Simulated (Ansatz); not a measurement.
Start from `N#CB(Cl)Cl` and change one atom or group to get `[SiH3]OB(Cl)Cl`.

Ansatz, PBE0-D4/def2-TZVP geometries, multiplicity 1. Each molecule was computed in one conformer, which needn't be the lowest.

```json
{"property": "size of the dipole moment (PBE/def2-TZVPP) / D", "`N#CB(Cl)Cl`": "2.52"}
{"property": "size of the dipole moment (ωB97M-V/def2-TZVPP) / D", "`N#CB(Cl)Cl`": "2.51"}
{"property": "HOMO–LUMO gap (PBE0/def2-TZVPP) / eV", "`N#CB(Cl)Cl`": "6.71"}
{"property": "zero-point energy (PBE0-D4/def2-TZVP) / kJ/mol", "`N#CB(Cl)Cl`": "39.4"}
{"property": "ideal-gas entropy at 298 K and 1 bar (rigid rotor, harmonic PBE0-D4/def2-TZVP) / J/(mol·K)", "`N#CB(Cl)Cl`": "313"}
{"property": "LUMO energy (B3LYP/def2-TZVPP) / eV", "`N#CB(Cl)Cl`": "-3.25"}
```

(1) Give the same properties after the change, and the shifts. (An estimate is asked.)

Answers

(1) The calculation gave: 
```csv
property,`[SiH3]OB(Cl)Cl`,shift
size of the dipole moment (PBE/def2-TZVPP) / D,1.67,-0.85
size of the dipole moment (ωB97M-V/def2-TZVPP) / D,1.71,-0.80
HOMO–LUMO gap (PBE0/def2-TZVPP) / eV,8.40,1.69
zero-point energy (PBE0-D4/def2-TZVP) / kJ/mol,96.9,57.5
"ideal-gas entropy at 298 K and 1 bar (rigid rotor, harmonic PBE0-D4/def2-TZVP) / J/(mol·K)",357,44
LUMO energy (B3LYP/def2-TZVPP) / eV,-0.79,2.46
```

With PBE0 the HOMO rises by 0.80 eV and the LUMO rises by 2.50 eV, so the gap widens by about 1.70 eV. PBE moves the HOMO by 0.82 eV and ωB97M-V by 0.78 eV. The zero-point energy changes by 57.5 kJ/mol with +9 modes. Dipoles are sizes alone; their direction can turn.

B3LYP here is the variant with VWN-RPA as its local correlation; programs differ in this.
